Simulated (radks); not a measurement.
Ionisation of neutral argon, [Ar], to [Ne] 3s2 3p5 as the strength of local exchange is varied. Calculated with a radial shooting solver on a logarithmic mesh with Libxc functionals: scalar-relativistic Kohn-Sham, Slater X-alpha exchange (alpha = 2/3 is LDA exchange), no correlation, spin-unpolarised, spherical densities, finite nucleus; Fermi nuclear charge, rms radius 3.4274 fm.

| alpha | E(Ar) (hartree) | exchange (hartree) | IE (eV) | -e of the level emptied (eV) | <r> of it (bohr) |
|---|---|---|---|---|---|
| 0.667 | -526.39890 | -27.90305 | 14.776 | 9.072 (3p) | 1.681 |
| 0.774 | -530.89311 | -32.62045 | 16.346 | 10.477 (3p) | 1.640 |
| 0.807 | -532.28590 | -34.08867 | 16.844 | 10.927 (3p) | 1.628 |
| 0.85 | -534.10550 | -36.01123 | 17.502 | 11.523 (3p) | 1.613 |
| 0.887 | -535.67550 | -37.67404 | 18.078 | 12.045 (3p) | 1.600 |

NIST Atomic Spectra Database: 15.760 eV (measured). The Delta-SCF value meets it near alpha = 0.73. Spin polarisation and multiplet splitting are left out, so open shells lie too high by an amount that depends on their filling.

Beside tabulated values, note that spin-unpolarised runs miss the spin-polarisation part of the exchange energy of open shells.
